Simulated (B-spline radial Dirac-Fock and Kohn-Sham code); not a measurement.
**f′ and f″ of Mo, 22.1629 keV to 71.65 keV**

Level of theory: the dispersion relation over Dirac-Hartree-Slater subshell photoionisation cross sections, with the Kissel-Pratt high-energy constant (isolated atom, no bound-bound lines or fine structure); a radial B-spline solver. The forward scattering factor is f₀ + f′ + i f″.

Edges near this range: K 20000.0 eV.

```
hν (eV)   λ (Å)  f′ (e)  f″ (e)  tabulated f′  tabulated f″
22162.9  0.5594  -1.261   3.111         -1.25          3.08
24209.8  0.5121  -0.598   2.694         -0.60          2.67
  30000  0.4133   0.029   1.881          0.02          1.86
  30960  0.4005   0.071   1.783          0.07          1.76
  34360  0.3608   0.164   1.489          0.16          1.47
  35920  0.3452   0.187   1.378          0.18          1.36
  38920  0.3186   0.211   1.196          0.20          1.18
  40000  0.3100   0.215   1.139          0.21          1.13
  46600  0.2661   0.211   0.866          0.20          0.85
  47360  0.2618   0.208   0.841          0.20          0.83
  54410  0.2279   0.177   0.652          0.17          0.64
  55300  0.2242   0.173   0.633          0.17          0.62
  55600  0.2230   0.171   0.626          0.17          0.61
  57670  0.2150   0.161   0.585          0.15          0.57
  69850  0.1775   0.102   0.409          0.10          0.40
  71650  0.1730       ?       ?             ?             ?
```

Q: What are f′ and f″ at 71650 eV?

A: f′ = 0.094 and f″ = 0.389 electrons (tables: 0.09 and 0.38). By the optical theorem f″ corresponds to a photoabsorption cross section 2 rₑ λ f″ = 380 b.

Tabulated f′: xraylib 4.2 anomalous scattering factors (Cullen et al., EPDL97); f″: Chantler's tables (J. Phys. Chem. Ref. Data 1995 and 2000). Both are theoretical tables.

Values without a named source are computed, but for edge energies of neutral atoms, which are taken from tables.
